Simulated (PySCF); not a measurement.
C3H9AlO, SMILES C[CH](C)[AlH][OH].

Geometry: PBE0-D3(BJ)/def2-SVP. The structure was generated by enumeration; whether it is a known compound was not checked. The values are those of a single conformer.

All values below come from PBE0-D3(BJ)/def2-SVP (PySCF).

Frequencies are harmonic and unscaled.

Computed vibrational spectrum:
| mode | ν (cm⁻¹) | IR (km/mol) | moving atoms (share of kinetic energy) |
|---|---|---|---|
| 1 | 24 | 0.1 | O 33 %, H 26 %, Al 22 %, C 20 % |
| 2 | 113 | 1.0 | O 35 %, C 35 %, H 25 % |
| 3 | 182 | 0.2 | H 64 %, C 27 % |
| 4 | 232 | 0.1 | H 97 % |
| 5 | 253 | 1.7 | H 67 %, C 19 %, O 8 % |
| 6 | 302 | 11.3 | H 35 %, C 32 %, Al 23 %, O 10 % |
| 7 | 333 | 2.6 | H 48 %, C 39 %, Al 12 % |
| 8 | 411 | 59.1 | H 78 %, C 15 % |
| 9 | 498 | 166.5 | H 62 %, Al 19 %, C 14 % |
| 10 | 537 | 212.4 | H 87 % |
| 11 | 570 | 51.7 | C 39 %, H 37 %, Al 21 % |
| 12 | 698 | 121.9 | H 75 %, O 18 % |
| 13 | 870 | 137.4 | O 43 %, Al 39 %, H 13 % |
| 14 | 910 | 27.5 | C 54 %, H 40 % |
| 15 | 915 | 5.9 | H 88 %, C 12 % |
| 16 | 965 | 19.7 | H 87 %, C 13 % |
| 17 | 985 | 0.2 | H 76 %, C 24 % |
| 18 | 1121 | 6.6 | C 68 %, H 32 % |
| 19 | 1180 | 0.4 | H 51 %, C 48 % |
| 20 | 1231 | 2.0 | H 55 %, C 44 % |
| 21 | 1308 | 0.0 | H 72 %, C 28 % |
| 22 | 1384 | 0.7 | H 78 %, C 22 % |
| 23 | 1402 | 1.2 | H 80 %, C 20 % |
| 24 | 1454 | 0.6 | H 97 % |
| 25 | 1471 | 9.6 | H 96 % |
| 26 | 1472 | 11.3 | H 96 % |
| 27 | 1481 | 5.3 | H 97 % |
| 28 | 1914 | 239.5 | H 96 % |
| 29 | 2993 | 20.6 | H 93 % |
| 30 | 3024 | 37.4 | H 97 % |
| 31 | 3027 | 45.1 | H 97 % |
| 32 | 3103 | 33.0 | H 91 %, C 9 % |
| 33 | 3108 | 20.2 | H 91 %, C 9 % |
| 34 | 3124 | 22.0 | H 91 %, C 9 % |
| 35 | 3142 | 15.7 | H 91 %, C 9 % |
| 36 | 3982 | 98.3 | H 94 % |
